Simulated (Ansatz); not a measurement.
Job for Ansatz (a first-principles code): R-MP2/def2-TZVPPD on F2Zn (SMILES [F][Zn][F]), atoms moved off the minimum. Files ending in .json are basis or fitting sets from the Basis Set Exchange.

Ansatz 0.2 input:
```yaml
crystal:
  periodic: [false, false, false]
  atoms:
    - {symbol: Zn, position_ang: [-0.12309450, 0.02402835, 0.09054869]}
    - {symbol: F, position_ang: [-0.02727990, -0.09906483, 1.72883519]}
    - {symbol: F, position_ang: [0.09552681, 0.00448215, -1.74096602]}
basis:
  gaussian:
    orbitals: def2-TZVPPD.json
magnetization: {spin_polarized: false}
correlation: {method: mp2, electrons: outside_noble_gas}
scf: {lower_state_search: off}
output: {forces: true}
```

Give the final energy of this run.

-1977.8358 hartree.

How many basis functions does it have, and what does it roughly cost on one machine?

147 functions; very roughly 8 core-seconds.
